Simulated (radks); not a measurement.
Effect of the nuclear size on the gadolinium ion Gd3+, [Xe] 4f7. Method: Dirac Kohn-Sham, BLYP, spin-unpolarised, spherical densities, finite nucleus; open shells are shared between the two j in proportion to 2j + 1; Fermi nuclear charge, rms radius 5.1569 fm; computed with a radial shooting solver on a logarithmic mesh with Libxc functionals. The rms radius is varied about that value; shifts are against it.

| rms radius (fm) | total energy shift (eV) | density at nucleus (e/bohr^3) | 1s1/2 shift (meV) | 2s1/2 shift (meV) | 4p1/2 shift (meV) | 5s1/2 shift (meV) | 5p1/2 shift (meV) | 4f7/2 shift (meV) | 6s1/2 (empty) shift (meV) |
|---|---|---|---|---|---|---|---|---|---|
| 4.2338 | -6.92 | 6.611e+05 | -2850 | -368 | 0.439 | -3.09 | 0.142 | 0.449 | -0.553 |
| 4.8011 | -2.79 | 6.402e+05 | -1150 | -148 | 0.177 | -1.24 | 0.057 | 0.181 | -0.223 |
| 5.1569 | 0 | 6.287e+05 | 0.000 | 0.000 | 0.000 | 0.000 | 0.000 | 0.000 | 0.000 |
| 5.6416 | 4.04 | 6.144e+05 | 1660 | 214 | -0.255 | 1.80 | -0.083 | -0.262 | 0.322 |
| 5.9201 | 6.48 | 6.069e+05 | 2670 | 344 | -0.409 | 2.89 | -0.133 | -0.420 | 0.517 |

Slopes of the eigenvalues against <r^2> in GHz/fm^2, as finite differences over the two radii next to the reference (eigenvalue slopes, not the field-shift constants of lines): 1s1/2 77500, 2s1/2 9980, 4p1/2 -11.9, 5s1/2 83.9, 5p1/2 -3.86, 4f7/2 -12.2, 6s1/2 (empty) 15.0.
